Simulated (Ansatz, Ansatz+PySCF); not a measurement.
```xyz
5

Si   -0.0008   -0.0151    0.0035
F     1.1150    0.9435   -0.5430
F     0.4604   -0.6275    1.3727
F    -0.2496   -1.1702   -1.0292
F    -1.3291    0.7937    0.2131
```

Basis set: def2-SVP (spherical functions). Correlated methods keep 9 orbitals frozen. Charge 0, multiplicity 3.

Computed with Ansatz (development build ahead of 0.2.0); each method stands on the lowest determinant of its kind that the runs found.

(1) Give the atomization energy at this shape (free ground-state atoms in the same class of orbitals less the molecule, no zero-point energy) of triplet SiF4 by UHF-MP2, UHF.

## Answers

(1)

```json
{"method": "UHF-MP2", "atomization energy": "1021.7 kJ/mol"}
{"method": "UHF", "atomization energy": "512.3 kJ/mol"}
```

Caution: another spin multiplicity may lie lower; the determinant breaks the point group; the shape is not the minimum.
